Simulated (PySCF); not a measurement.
C₂H₈BClSi, singlet, geometry from GFN2-xTB. Base run: PBE0/6-31G, polarisability run with PySCF.

Here is a job for PySCF.
```python
from pyscf import gto, scf, dft
from pyscf.prop import polarizability

mol = gto.Mole()
mol.atom = '''
    Si    0.678053    0.096077   -0.793572
    Cl    1.746309    0.503938    0.910975
    B    -1.175477   -0.310254   -0.254570
    C    -2.206870    0.857857   -0.031109
    C    -1.632153   -1.795723   -0.009667
    H     1.443725   -0.974279   -1.451147
    H     0.883891    1.281015   -1.641195
    H    -1.763793    1.744924    0.419357
    H    -2.572543    1.178493   -1.009352
    H    -3.082622    0.581588    0.553406
    H    -2.710887   -1.940722    0.008663
    H    -1.262763   -2.096280    0.973826
    H    -1.203484   -2.508289   -0.712617
'''
mol.basis = '6-31g'
mol.charge = 0
mol.spin = 0
mol.verbose = 4
mol.build()

mf = dft.RKS(mol)
mf.xc = 'pbe0'
mf.kernel()
alpha = mf.Polarizability().polarizability()[2, 2]
print('alpha_zz =', alpha)
```

The base run was repeated with changes; each row names its change, and settings that it needs were set with it.

```json
[
 {"change": "base", "alpha_zz (bohr³)": "57.47", "basis functions": "69", "core-seconds (rough)": "20"},
 {"change": "basis = cc-pVDZ", "alpha_zz (bohr³)": "62.30", "basis functions": "118", "core-seconds (rough)": "50"},
 {"change": "finite field (a.u.) = 2e-4; conv_tol = 1e-11", "alpha_zz (bohr³)": "57.47", "basis functions": "69", "core-seconds (rough)": "20"},
 {"change": "basis = def2-SVP", "alpha_zz (bohr³)": "60.46", "basis functions": "118", "core-seconds (rough)": "40"},
 {"change": "finite field (a.u.) = 0.02; conv_tol = 1e-11", "alpha_zz (bohr³)": "57.53", "basis functions": "69", "core-seconds (rough)": "20"},
 {"change": "basis = 6-31+G*", "alpha_zz (bohr³)": "65.04", "basis functions": "114", "core-seconds (rough)": "50"},
 {"change": "basis = 6-31G*", "alpha_zz (bohr³)": "…", "basis functions": "…", "core-seconds (rough)": "40"},
 {"change": "basis = STO-3G", "alpha_zz (bohr³)": "30.50", "basis functions": "41", "core-seconds (rough)": "10"},
 {"change": "functional = lda,vwn", "alpha_zz (bohr³)": "59.26", "basis functions": "69", "core-seconds (rough)": "20"},
 {"change": "finite field (a.u.) = 0.001; conv_tol = 1e-6", "alpha_zz (bohr³)": "57.50", "basis functions": "69", "core-seconds (rough)": "20"},
 {"change": "functional = pbe", "alpha_zz (bohr³)": "…", "basis functions": "69", "core-seconds (rough)": "20"},
 {"change": "finite field (a.u.) = 0.005; conv_tol = 1e-11", "alpha_zz (bohr³)": "57.47", "basis functions": "69", "core-seconds (rough)": "20"}
]
```

Problem. Complete the blanks.

Solution. 
- basis = 6-31G*, alpha_zz (bohr³): 58.23
- basis = 6-31G*, basis functions: 94
- functional = pbe, alpha_zz (bohr³): 58.62

Finite-field rows take the second difference of the energy in a field along z; a small field with loose convergence shows SCF noise divided by the square of the field, and a large one adds hyperpolarisability.
